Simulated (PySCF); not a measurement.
Compound: CH6Cl2Ga2.
Atom-mapped SMILES: `[CH3:1][GaH-:2]1[Cl+:3][GaH2-:4][Cl+:5]1` (hydrogens: H6, H7, H8 on C1; H9 on Ga2; H10, H11 on Ga4)

Method: TDDFT B3LYP/def2-SVPD, vertical, gas phase, core orbitals frozen in the response (PySCF 2.14.0, density-fitted response routines). Geometry: PBE0-D3(BJ)/def2-SVP; no solvent, vibrations or thermal averaging. The B3LYP/def2-SVPD calculation is non-relativistic and has no spin–orbit coupling, an omission that weighs most on gallium.

Each state is given a Gaussian of 0.25 eV full width at half maximum, with ε(max) = 2.175×10⁸ f / Δν̃ (Δν̃ the width in cm⁻¹). The width is an assumption, not a result. The curve ends short of the highest state used, and states not computed would add to its high-energy end.

| λ (nm) | ε (L mol⁻¹ cm⁻¹) |
| --- | --- |
| 180.3 | 2908 |
| 181.2 | 1854 |
| 182.1 | 1077 |
| 183.0 | 575 |
| 183.9 | 291 |
| 184.8 | 153 |
| 185.8 | 100 |
| 186.7 | 103 |
| 187.6 | 132 |
| 188.5 | 173 |
| 189.4 | 216 |
| 190.3 | 250 |
| 191.3 | 268 |
| 192.2 | 262 |
| 193.1 | 237 |
| 194.0 | 198 |
| 194.9 | 154 |
| 195.8 | 111 |
| 196.7 | 75 |
| 197.7 | 45 |
| 198.6 | 28 |
| 199.5 | 18 |
| 200.4 | 13 |
| 201.3 | 12 |
| 202.2 | 13 |
| 203.2 | 15 |
| 204.1 | 17 |
| 205.0 | 19 |
| 205.9 | 19 |
| 206.8 | 19 |
| 207.7 | 17 |
| 208.6 | 15 |
| 209.6 | 12 |
| 210.5 | 9 |
| 211.4 | 7 |
| 212.3 | 5 |
| 213.2 | 3 |
| 214.1 | 2 |
| 215.1 | 1 |
| 216.0 | 1 |
| 216.9 | 0 |
| 217.8 | 0 |
| 218.7 | 0 |
| 219.6 | 0 |

(1) Locate the maxima and give the states behind the curve.

(2) On this curve, what absorbance would a 10⁻³ mol/L sample give at 193 nm over a 1 cm path?

(3) Coming from long wavelengths, where does ε first pass 100 L mol⁻¹ cm⁻¹?

## Answers

(1) 206 nm (6.02 eV), ε about 19, made up of S1 (100%); 192 nm (6.47 eV), ε about 270, made up of S2 (99%) (ε in L mol⁻¹ cm⁻¹; maxima over ε = 5, shares over 10%). At its high-energy end, 6.88 eV, the curve is still rising (ε about 3000, from S5). The states used: S1 6.02 eV (f 0.0002); S2 6.47 eV (f 0.0025); S3 6.68 eV (f 0.0001); S4 6.98 eV (f 0.0000); S5 7.01 eV (f 0.057); S6 7.16 eV (f 0.0077); S7 7.19 eV (f 0.0028); S8 7.37 eV (f 0.014); S9 7.44 eV (f 0.0001); S10 7.48 eV (f 0.0003).

(2) 193 nm is 6.424 eV, where ε is about 240 L mol⁻¹ cm⁻¹, so A = ε c l ≈ 0.24 (Beer–Lambert, with the gas-phase spectrum and the assumed width).

(3) At about 196 nm (6.32 eV), 0.30 eV above S1.

The vertical ionisation energy (ΔSCF) is 9.89 eV, 2.41 eV above S10.
